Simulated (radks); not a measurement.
The nuclear charge of the iron ion Fe2+ is varied continuously with 24 electrons held in [Ar] 3d6. Calculated with a radial shooting solver on a logarithmic mesh with Libxc functionals: non-relativistic Kohn-Sham, TPSS, spin-polarised, spherical densities, point nucleus; open shells are filled with parallel spins first; meta-GGA in the generalised Kohn-Sham scheme. By the Hellmann-Feynman theorem dE/dZ = E(electron-nucleus)/Z, the electronic potential at the nucleus.

| Z | E (hartree) | E(electron-nucleus)/Z (hartree) | HOMO | e(HOMO) (eV) | <r> HOMO (bohr) |
|---|---|---|---|---|---|
| 25.6 | -1217.29070 | -112.681 | 3d | -16.573 | 1.201 |
| 25.8 | -1239.94053 | -113.816 | 3d | -19.741 | 1.154 |
| 26 | -1262.81715 | -114.949 | 3d | -23.092 | 1.112 |
| 26.2 | -1285.92019 | -116.081 | 3d | -26.619 | 1.075 |
| 26.4 | -1309.24933 | -117.210 | 3d | -30.316 | 1.042 |
| 26.6 | -1332.80429 | -118.339 | 3d | -34.179 | 1.011 |
| 26.8 | -1356.58481 | -119.466 | 3d | -38.201 | 0.9829 |
| 27 | -1380.59067 | -120.592 | 3d | -42.381 | 0.9570 |

The central difference of E at Z = 26 is -114.949 hartree, to compare with the third column; the second derivative is -5.66 hartree.
